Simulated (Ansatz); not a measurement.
`[OH][Al]([OH])[SeH]` → `[OH][Al][OH]`• + `[SeH]`•  (homolysis of the Al–Se bond)

Program: Ansatz. Geometries: PBE0-D4/def2-TZVP. ΔE: electronic, gas phase. CCSD(T)/CBS adds triple-zeta CCSD(T) − MP2 to the extrapolated MP2 energy (def2 sets, frozen cores). Functionals use def2-TZVPP. B3LYP here is the variant with VWN-RPA as its local correlation; programs differ in this. Open shells (•) are unrestricted, without spin–orbit coupling. For Se outer-core shells are correlated without core-valence functions, which leaves a few kJ/mol of doubt a bond. Scalar relativity is left out up to krypton. Each species was taken in one conformer, which may not be the lowest.

```
              species  B3LYP energy (Eh)
`[OH][Al]([OH])[SeH]`        -2796.54065
      `[OH][Al][OH]`•         -394.25637
             `[SeH]`•        -2402.15401
```

Question: Work out ΔE.

Answer: ΔE = (-394.25637) + (-2402.15401) − (-2796.54065) = 0.13027 Eh = +342.0 kJ/mol. CCSD(T)/CBS gives +378.7 kJ/mol.

Largest T1 diagnostic among the species: 0.016.

Leaving LDA and LC-ωPBE aside and taking each functional with its dispersion term where it has one, the values, not all of them listed here, spread over 26.7 kJ/mol, from BLYP-D4 to ωB97M-V. LDA lies +51.8 kJ/mol from PBE without D4, its usual overbinding. At CCSD(T), def2-SVP lies −29.7 kJ/mol from the extrapolated value and def2-TZVPP −14.5 kJ/mol: correlation converges slowly with the basis, and small sets miss more of it in the bonded molecule than in its fragments.
